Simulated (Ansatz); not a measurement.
`CCC#N` + `[OH][Sc]([Cl])[Cl]` → `C[O][Sc]([Cl])[Cl]` + acetonitrile  (substitution at a C–C bond)

Gas-phase electronic energies from Ansatz, PBE0-D4/def2-TZVP geometries. CBS: MP2 limit from def2 TZ/QZ plus the TZ coupled-cluster correction, frozen cores. This one scheme is used for every species. DFT in def2-TZVPP. B3LYP here is the variant with VWN-RPA as its local correlation; programs differ in this. For Sc outer-core shells are correlated without core-valence functions, which leaves a few kJ/mol of doubt a bond. Scalar relativity is left out up to krypton. One conformer a species, not always the lowest.

`CCC#N`:

```xyz
9

C     1.005    0.146    0.105
C    -0.478   -0.060    0.401
C    -1.271   -0.199   -0.811
N    -1.881   -0.306   -1.779
H     1.163    1.050   -0.485
H     1.559    0.244    1.040
H     1.413   -0.698   -0.451
H    -0.880    0.780    0.973
H    -0.631   -0.957    1.008
```

`[OH][Sc]([Cl])[Cl]`:

```xyz
5

O    -0.663    0.163    1.169
Sc    0.230   -0.058   -0.407
Cl    0.417    1.716   -1.852
Cl    1.147   -2.104   -0.903
H    -1.130    0.283    1.992
```

`C[O][Sc]([Cl])[Cl]`:

Cartesian coordinates in Å:
```
C -0.694 -0.376 -1.286
O -0.043 -0.029 -0.105
Sc 0.785 0.424 1.449
Cl -0.486 0.565 3.363
Cl 3.051 0.830 1.410
H -0.294 -1.315 -1.680
H -0.552 0.402 -2.042
H -1.767 -0.500 -1.110
```

`CC#N`:

```xyz
6

C    -0.270    0.361   -0.185
C     0.533   -0.713    0.366
N     1.169   -1.564    0.803
H    -1.053    0.643    0.520
H     0.356    1.232   -0.385
H    -0.735    0.040   -1.119
```

```json
{"level": "LDA (SPW92)", "ΔE (kJ/mol)": "38.6", "difference from CCSD(T)/CBS": "-5.2"}
{"level": "PBE-D4", "ΔE (kJ/mol)": "36.6", "difference from CCSD(T)/CBS": "-7.2"}
{"level": "revPBE-D4", "ΔE (kJ/mol)": "37.2", "difference from CCSD(T)/CBS": "-6.6"}
{"level": "B97M-V", "ΔE (kJ/mol)": "37.2", "difference from CCSD(T)/CBS": "-6.6"}
{"level": "B2PLYP", "ΔE (kJ/mol)": "37.7", "difference from CCSD(T)/CBS": "-6.1"}
{"level": "revPBE", "ΔE (kJ/mol)": "34.3", "difference from CCSD(T)/CBS": "-9.5"}
{"level": "B3LYP", "ΔE (kJ/mol)": "33.8", "difference from CCSD(T)/CBS": "-10.0"}
{"level": "HF/def2-SVP", "ΔE (kJ/mol)": "24.5", "difference from CCSD(T)/CBS": "-19.3"}
{"level": "MP2/def2-SVP", "ΔE (kJ/mol)": "34.3", "difference from CCSD(T)/CBS": "-9.5"}
{"level": "HF/CBS(def2)", "ΔE (kJ/mol)": "37.1", "difference from CCSD(T)/CBS": "-6.7"}
{"level": "CCSD(T)/CBS", "ΔE (kJ/mol)": "43.8", "difference from CCSD(T)/CBS": "0"}
```

Largest T1 diagnostic among the species: 0.015.

In def2-TZVPP, CCSD(T) changes the Hartree–Fock value by +4.8 kJ/mol (the triples alone add −0.8 kJ/mol) and MP2 by +9.5 kJ/mol. From r2SCAN to r2SCAN0 (25 % exact exchange), in def2-TZVPP and without D4, ΔE moves by +3.7 kJ/mol.
